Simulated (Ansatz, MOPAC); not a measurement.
Molecule: H4BN2O, charge 0, multiplicity 2. SMILES: [NH]B(N)O

Atoms: N1, B2, N3, O4, H5, H6, H7, H8. Bonds: N1-B2, N1-H5, B2-N3, B2-O4, N3-H6, N3-H7, O4-H8.

Bond lengths (Å) and angles (degrees) optimised at MNDO with MOPAC; HF/3-21G with Ansatz (a quantum-chemistry and plane-wave program); B3LYP/6-31G* with Ansatz, each started from the B3LYP-D3(BJ)/def2-TZVP structure (Ansatz) of the last column. A row stands for all coordinates that are equal there; 10 of 15 kinds are shown. 6-31G* holds six Cartesian d functions. No wavenumbers were computed at MNDO, so these may be saddle points.

```json
[
 {"coordinate": "N1-B2", "MNDO": "1.475", "HF/3-21G": "1.481", "B3LYP/6-31G*": "1.467", "B3LYP-D3(BJ)/def2-TZVP": "1.460"},
 {"coordinate": "N1-H5", "MNDO": "1.001", "HF/3-21G": "1.018", "B3LYP/6-31G*": "1.027", "B3LYP-D3(BJ)/def2-TZVP": "1.021"},
 {"coordinate": "B2-N3", "MNDO": "1.413", "HF/3-21G": "1.412", "B3LYP/6-31G*": "1.417", "B3LYP-D3(BJ)/def2-TZVP": "1.410"},
 {"coordinate": "B2-O4", "MNDO": "1.369", "HF/3-21G": "1.391", "B3LYP/6-31G*": "1.380", "B3LYP-D3(BJ)/def2-TZVP": "1.379"},
 {"coordinate": "N3-H6", "MNDO": "0.996", "HF/3-21G": "1.000", "B3LYP/6-31G*": "1.011", "B3LYP-D3(BJ)/def2-TZVP": "1.006"},
 {"coordinate": "N3-H7", "MNDO": "0.995", "HF/3-21G": "0.998", "B3LYP/6-31G*": "1.008", "B3LYP-D3(BJ)/def2-TZVP": "1.004"},
 {"coordinate": "O4-H8", "MNDO": "0.945", "HF/3-21G": "0.962", "B3LYP/6-31G*": "0.968", "B3LYP-D3(BJ)/def2-TZVP": "0.962"},
 {"coordinate": "N1-B2-N3", "MNDO": "121.2", "HF/3-21G": "121.8", "B3LYP/6-31G*": "122.8", "B3LYP-D3(BJ)/def2-TZVP": "122.6"},
 {"coordinate": "N1-B2-O4", "MNDO": "121.5", "HF/3-21G": "119.6", "B3LYP/6-31G*": "118.9", "B3LYP-D3(BJ)/def2-TZVP": "119.0"},
 {"coordinate": "N3-B2-O4", "MNDO": "117.2", "HF/3-21G": "118.5", "B3LYP/6-31G*": "118.2", "B3LYP-D3(BJ)/def2-TZVP": "118.4"}
]
```

Mean signed difference of all 7 bond lengths from B3LYP-D3(BJ)/def2-TZVP: MNDO -0.007 Å, HF/3-21G 0.003 Å, B3LYP/6-31G* 0.005 Å.
